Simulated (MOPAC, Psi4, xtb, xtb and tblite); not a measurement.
Relaxed torsion scan: H8Ge2Si, SMILES [GeH3][SiH2][GeH3]. Scanned: dihedral H4–Ge1–Si2–Ge3; all other coordinates were relaxed at GFN2-xTB. GFN2-xTB can order the conformers of Si and Ge chains otherwise than DFT does.

Atom numbering (GFN2-xTB optimised geometry, Å):
```
11

Ge     1.9112    -0.3460     0.2631
Si     0.0158     0.9905    -0.0282
Ge    -1.9217    -0.2989    -0.2435
H      3.2066     0.4074     0.3314
H      2.1549    -1.3561    -0.8189
H      1.9263    -1.1752     1.5130
H     -0.1241     1.8986     1.1144
H      0.1841     1.8239    -1.2227
H     -2.3185    -1.0702     0.9803
H     -3.1599     0.4789    -0.5788
H     -1.8748    -1.3529    -1.3100
```

- GFN2-xTB (xtb and tblite)
- PM6, restricted, heats of formation // GFN2-xTB (MOPAC)
- GFN1-xTB // GFN2-xTB (xtb)
- PBE0-D3(BJ)/def2-TZVP // GFN2-xTB (Psi4)
- PBE-D3(BJ)/def2-TZVP // GFN2-xTB (Psi4)
- MP2/cc-pVTZ = DF-MP2 (frozen core)/cc-pVTZ // GFN2-xTB in Psi4 1.11

Energies in kJ/mol, each method relative to its own lowest point.

| φ / ° | GFN2-xTB | PM6 | GFN1-xTB | PBE0-D3(BJ)/def2-TZVP | PBE-D3(BJ)/def2-TZVP | MP2/cc-pVTZ |
|---|---|---|---|---|---|---|
| 0 | 0.23 | 0.49 | 0.69 | 2.89 | 2.75 | 3.34 |
| 10 | 0.20 | 0.48 | 0.66 | 2.71 | 2.57 | 3.13 |
| 20 | 0.15 | 0.41 | 0.58 | 2.24 | 2.13 | 2.60 |
| 30 | 0.09 | 0.26 | 0.41 | 1.48 | 1.40 | 1.73 |
| 40 | 0.04 | 0.11 | 0.23 | 0.74 | 0.70 | 0.87 |
| 50 | 0.01 | 0.01 | 0.07 | 0.20 | 0.19 | 0.24 |
| 60 | 0.00 | 0.00 | 0.00 | 0.00 | 0.00 | 0.00 |
| 70 | 0.02 | 0.04 | 0.03 | 0.16 | 0.16 | 0.19 |
| 80 | 0.08 | 0.08 | 0.17 | 0.65 | 0.62 | 0.76 |
| 90 | 0.14 | 0.17 | 0.35 | 1.34 | 1.28 | 1.56 |
| 100 | 0.19 | 0.34 | 0.51 | 2.12 | 2.02 | 2.45 |
| 110 | 0.23 | 0.43 | 0.62 | 2.62 | 2.49 | 3.04 |

Root-mean-square difference from the MP2/cc-pVTZ profile, itself a level with limits, after the best constant shift (kJ/mol): GFN2-xTB 1.10, PM6 1.00, GFN1-xTB 0.94, PBE0-D3(BJ)/def2-TZVP 0.16, PBE-D3(BJ)/def2-TZVP 0.21.
